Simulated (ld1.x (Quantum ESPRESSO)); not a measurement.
# Before and after: TM potential for lead

| Quantity | Value |
| --- | --- |
| Element | Pb |
| Generator | ld1.x (Quantum ESPRESSO) 7.5 |
| Type | norm-conserving Troullier–Martins (Kleinman–Bylander form) |
| Functional | PBEsol |
| Relativity | scalar-relativistic |
| Frozen core | [Xe] 4f14 5d10 |
| Valence charge | 4 |
| Reference configuration | 6s2 6p2 |
| Partial waves | 6s (bound): rc 1.80 bohr; 6p (bound): rc 2.70 bohr; 6d channel at 0.35 Ry: rc 2.90 bohr |
| Local potential | the d channel |
| Core correction | a·sin(br)/r model core, default radius (core density twice the valence density) |

Change: wave 6d channel at 0.35 Ry: rc 2.90 bohr becomes 6d channel at -0.16 Ry: rc 2.90 bohr.

Cutoffs: the cutoffs (Ry, on a coarse ladder) from which the occupation-weighted sum of valence levels, in a spherical-Bessel basis at the reference potential, stays within 10 and 1 mRy of its value at 400 Ry; they do not see the model core or the augmentation charge, which bear on the density cutoff. Errors are all-electron minus pseudo energies relative to the spin-unpolarised reference configuration.

How do hardness, ghosts and transferability respond?

The potential gets neither clearly harder nor softer (21 Ry and 50 Ry → 21 Ry and 50 Ry); both files keep a bound ghost (p, s); the number of tests that count goes from 7 to 6; of the 6 tests that both files solve, the error grows in 0 and shrinks in 2 by more than 15 % and 0.3 meV (median size 111.4 → 94.0 meV).

```csv
quantity,base,changed
"cutoff, loose",21 Ry,21 Ry
"cutoff, tight",50 Ry,50 Ry
bound ghosts,"s, p","s, p"
"tests counted (converged, no solver errors)",7 of 7,6 of 7
"error for 6s2 6p1, meV [ΔE 6.60 eV]",-34,-29
"error for 6s2 6p0, meV [ΔE 20.04 eV]",-170,-154
"error for 6s2 6p1.5, meV [ΔE 2.50 eV]",-7.4,-6.0
"error for 6s0 6p4, meV [ΔE 17.91 eV]",-235,-203
"error for 6s1 6p2, meV [ΔE 16.18 eV]",-164,-137
"error for 6s1 6p3, meV [ΔE 8.77 eV]",-59,-51
s: phases at 3.16 bohr within 0.05 rad from the reference energy up to (Ry; the scan ends near 5),0.6,1.0
p: phases at 3.16 bohr within 0.05 rad from the reference energy up to (Ry; the scan ends near 5),1.4,1.7
d: phases at 3.16 bohr within 0.05 rad from the reference energy up to (Ry; the scan ends near 5),0.7,0.2
```

Changed file: Tests not counted: 6s1 6p0 (solver errors, printed error -5.8 eV). A true bound ghost makes a file unfit for plane-wave use even where its test errors are small: the radial tests pick states by their node count and pass the ghost by. Where a test does run into it, the solver fails or the error is huge.
